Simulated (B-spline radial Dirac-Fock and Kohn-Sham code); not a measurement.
**Photoionisation of aluminum ions at Ag Kα (22162.9 eV)**

Model: the independent-particle Dirac-Slater model, thresholds from Dirac-Fock. Program: an atomic code on a B-spline grid. Cross sections in kb; a dash marks an empty subshell or a threshold above the photon energy.

| ion | configuration | total | 1s | 2p1/2 | 2p3/2 | 3p1/2 | 3p3/2 |
| --- | --- | --- | --- | --- | --- | --- | --- |
| Al | [Ne] 3s2 3p1 | 0.1014 | 0.0943 | 0.000116 | 0.000219 | 9.16e-07 | 1.73e-06 |
| Al⁶⁺ | [He] 2s2 2p3 | 0.1026 | 0.0947 | 7.86e-05 | 0.000148 | – | – |
| Al¹¹⁺ | 1s2 | 0.09692 | 0.0969 | – | – | – | – |
| Al¹²⁺ | 1s1 | 0.04959 | 0.0496 | – | – | – | – |

Values without a named source are computed, but for edge energies of neutral atoms, which are taken from tables.
